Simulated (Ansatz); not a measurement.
## Telling isomers of FH5N2OSi apart by their spectra

These gas-phase data were calculated for one isomer of FH5N2OSi at B3LYP/6-31G* (harmonic, unscaled wavenumbers; equilibrium rotational constants with average atomic masses):

- rotational constants: 3.994, 3.885, 3.366 GHz
- all wavenumbers above 1500 cm⁻¹: 3808, 3695, 3674, 3597, 3579, 1621, 1612
- dipole moment: 1.00 D (PBE0/def2-TZVPD)

Candidates:

(1) `N[Si@-]([NH3+])(=O)F`, a singlet
(2) `N[Si](N)(O)F`, a singlet

Q: Assign the data to one candidate and say why.

A: Candidate (2). 4 modes lie between 3250 and 3800 cm⁻¹, one for each N–H bond, while (1) has 5.

The same quantities for all candidates:

|  | rotational constants (GHz) | wavenumbers above 1500 cm⁻¹ | dipole (D) | E above the lowest, B3LYP/6-31G* (kcal/mol) |
| --- | --- | --- | --- | --- |
| (1) | 3.771, 3.696, 3.44 | 3635, 3573, 3569, 3545, 3441, 1691, 1686, 1628 | 6.53 | 23.4 |
| (2) | 3.994, 3.885, 3.366 | 3808, 3695, 3674, 3597, 3579, 1621, 1612 | 1.00 | 0.0 |

Harmonic stretches to hydrogen usually lie a few per cent above observed fundamentals. Each candidate is one conformer. Programs: Ansatz 0.2.0.
